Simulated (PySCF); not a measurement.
## Core binding energy against partial charge

Species: C5H4OS.
Bonds: O1–C2 (double), C2–C3, C3–C4 (aromatic), C4–C5 (aromatic), C5–C6 (aromatic), C6–S7 (aromatic), C3–S7 (aromatic). Hydrogens: H8 on C2; H9 on C4; H10 on C5; H11 on C6.

Binding energies: PySCF, delta-SCF UKS SCAN, pcX-2 on the ionised atom, pcseg-1 elsewhere, spin-free X2C. Charges: PBE0/pcSseg-1 ground-state density, for the ionised atom.

```json
{"atom": "C4", "environment": "aromatic CH carbon", "C 1s (eV)": "290.82", "Mulliken (e)": "+0.043", "IAO (e)": "-0.139", "Hirshfeld (e)": "-0.046", "ESP (e)": "+0.045"}
{"atom": "C5", "environment": "aromatic CH carbon", "C 1s (eV)": "290.90", "Mulliken (e)": "-0.048", "IAO (e)": "-0.176", "Hirshfeld (e)": "-0.063", "ESP (e)": "-0.342"}
{"atom": "C3", "environment": "substituted aromatic carbon", "C 1s (eV)": "291.15", "Mulliken (e)": "-0.525", "IAO (e)": "-0.222", "Hirshfeld (e)": "-0.053", "ESP (e)": "-0.138"}
{"atom": "C6", "environment": "aromatic CH next to a ring sulfur", "C 1s (eV)": "291.24", "Mulliken (e)": "-0.269", "IAO (e)": "-0.300", "Hirshfeld (e)": "-0.066", "ESP (e)": "-0.142"}
{"atom": "C2", "environment": "aldehyde carbon", "C 1s (eV)": "293.16", "Mulliken (e)": "+0.385", "IAO (e)": "+0.245", "Hirshfeld (e)": "+0.104", "ESP (e)": "+0.364"}
```

Task: How well does each charge scheme correlate with the binding energies over these sites?

Result: Hirshfeld: r = 0.97, slope 12.9 eV per e; IAO: r = 0.89, slope 4.1 eV per e; ESP: r = 0.83, slope 3.0 eV per e; Mulliken: r = 0.66, slope 1.9 eV per e. Hirshfeld charges have the highest r, on only 5 points.

Task: The point-charge model writes a binding energy as kq + V + constant, with V the potential of the other atoms' charges at the site. What does it give with the Mulliken charges?

Result: V = Σ 14.40 eV Å × q/r over all other atoms: -2.25 eV at C4, -0.12 eV at C5, +5.23 eV at C3, +3.21 eV at C6, -6.38 eV at C2. Fitting binding energy − V to q gives k = 15.1 eV per e and leaves an rms residual of 0.86 eV, against 0.65 eV for the fit on q alone. The model has no term for differences in relaxation between sites.

One conformer (not necessarily the lowest) at the PBE0-D3(BJ)/def2-SVP geometry, without solvent, vibrations or thermal averaging.

The values belong to the conformer `[O:1]=[CH:2][c:3]1[cH:4][cH:5][cH:6][s:7]1`: O1–C2–C3–C4 0°.
